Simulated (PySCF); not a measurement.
A structure optimised at PBE0-D3(BJ)/def2-SVP, used in a PySCF frequency run:

```xyz
5

S      0.0000     0.0000    -2.8402
C      0.0000     0.0000    -1.2831
C      0.0000     0.0000     0.0000
C      0.0000     0.0000     1.2831
S      0.0000     0.0000     2.8402
```

Q: Write its SMILES, formula and point group.

A: S=C=C=C=S, C₃S₂, D∞h

Q: What are its rotational constants (standard atomic weights)?

A: 0.90767 GHz (linear rotor, B only)
